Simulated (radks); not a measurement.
Effect of the nuclear size on the osmium ion Os+, [Xe] 4f14 5d6 6s1. Calculated with a radial shooting solver on a logarithmic mesh with Libxc functionals: Dirac Kohn-Sham, relativistic LDA (MacDonald-Vosko exchange, VWN5 correlation), spin-unpolarised, spherical densities, finite nucleus; open shells fill j = l - 1/2 first; Fermi nuclear charge, rms radius 5.4126 fm. The rms radius is varied about that value; shifts are against it.

| rms radius (fm) | total energy shift (eV) | density at nucleus (e/bohr^3) | 1s1/2 shift (meV) | 2s1/2 shift (meV) | 5s1/2 shift (meV) | 5p1/2 shift (meV) | 6s1/2 shift (meV) | 6p1/2 (empty) shift (meV) | 7s1/2 (empty) shift (meV) |
|---|---|---|---|---|---|---|---|---|---|
| 4.5845 | -20.3 | 1.754e+06 | -8160 | -1170 | -11.9 | 0.251 | -1.21 | 0.132 | -0.150 |
| 5.2123 | -5.12 | 1.673e+06 | -2050 | -295 | -2.99 | 0.063 | -0.304 | 0.033 | -0.038 |
| 5.4126 | 0 | 1.65e+06 | 0.000 | 0.000 | 0.000 | 0.000 | 0.000 | 0.000 | 0.000 |
| 5.8889 | 12.7 | 1.6e+06 | 5080 | 729 | 7.40 | -0.155 | 0.751 | -0.082 | 0.093 |
| 5.9917 | 15.5 | 1.59e+06 | 6210 | 891 | 9.05 | -0.190 | 0.919 | -0.100 | 0.114 |

Slopes of the eigenvalues against <r^2> in GHz/fm^2, as finite differences over the two radii next to the reference (eigenvalue slopes, not the field-shift constants of lines): 1s1/2 230000, 2s1/2 33000, 5s1/2 335, 5p1/2 -7.02, 6s1/2 34.0, 6p1/2 (empty) -3.71, 7s1/2 (empty) 4.21.
